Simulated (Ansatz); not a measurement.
Ansatz results at the PBE0-D4/def2-TZVP geometry: HOMO–LUMO gap (PBE/def2-TZVPP) 5.16 eV; LUMO energy (ωB97M-V/def2-TZVPP) 1.65 eV; LUMO energy (PBE/def2-TZVPP) -1.04 eV.

Each molecule was computed in one conformer, which needn't be the lowest.

(1) Which molecule gave them?
A. `OC[SiH](F)CF`
B. `C#CBO`
C. `[AlH2][SiH2][GeH3]`
D. `FC#C[SeH]`

Results:

(1) A. The others give `[AlH2][SiH2][GeH3]`: 3.49, -0.59, -2.94; `FC#C[SeH]`: 4.30, 1.62, -1.27; `C#CBO`: 4.86, 0.76, -2.27.
